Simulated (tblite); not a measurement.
Compound: C6H4ClS (doublet state).
SMILES: `[S]C1=CC=CC=C1Cl`

Level: GFN2-xTB in tblite, geometry and Hessian alike; calculated harmonic values, unscaled, isolated species. The method is semi-empirical: single wavenumbers can be off by several per cent or more. Open shells enter through the occupations alone, without spin polarisation, and single modes of such species can be off by tens of per cent.

Harmonic wavenumbers (cm⁻¹): 113.9, 169.0, 210.7, 310.3, 397.5, 399.5, 463.2, 470.4, 650.7, 651.3, 726.4, 766.3, 870.6, 908.2, 918.9, 996.0, 1080.7, 1098.2, 1150.9, 1174.8, 1226.0, 1308.3, 1390.0, 1400.1, 1527.0, 1554.5, 3089.2, 3095.7, 3103.2, 3107.1.

A = 2002, B = 1461, C = 844.8 MHz; mass 142.972 u (most abundant isotopes); point group Cs, symmetry number 1; spin multiplicity 2.

Q: What is the zero-point energy?

A: ½Σν̃ = 17164 cm⁻¹ = 205.33 kJ/mol.

Q: What is S at 400 K and 1 bar for an ideal gas of classical rigid rotors and harmonic oscillators?

A: Translation 176.86, rotation 126.07, vibration 89.60, spin (R ln 2) 5.76: S = 398.3 J/(mol K).

Q: And Cp and H(400 K) − H(0)?

A: Cp = 145.11 J/(mol K), of which vibrations give 111.85 (their classical limit is 30 R = 249.4); H(400 K) − H(0) = 34.27 kJ/mol without the zero-point energy, 20.97 from vibrations.

Q: Blend soft modes into free rotors: weight 1/[1 + (100 cm⁻¹/ν̃)⁴] for the oscillator and the rest for a rotor with moment μB/(μ + B), μ = h/(8π²ν), B = 10⁻⁴⁴ kg m². What vibrational entropy results?

A: 88.24 J/(mol K) in place of 89.60, which changes −T·S at 400 K by +0.54 kJ/mol.

Q: What must be added to the electronic energy to get the Gibbs energy at 400 K and 1 bar?

A: ZPE + [H(400 K) − H(0)] − T·S = 205.33 + 34.27 − 159.31 = 80.29 kJ/mol.

Q: Which modes carry the vibrational entropy at 400 K?

A: 113.9 cm⁻¹: 15.79; 169.0 cm⁻¹: 12.58; 210.7 cm⁻¹: 10.82; 310.3 cm⁻¹: 7.82; 397.5 cm⁻¹: 6.02; 399.5 cm⁻¹: 5.98 J/(mol K); the other 24 give 30.59 together.

Hindered rotation and anharmonicity are outside this model.
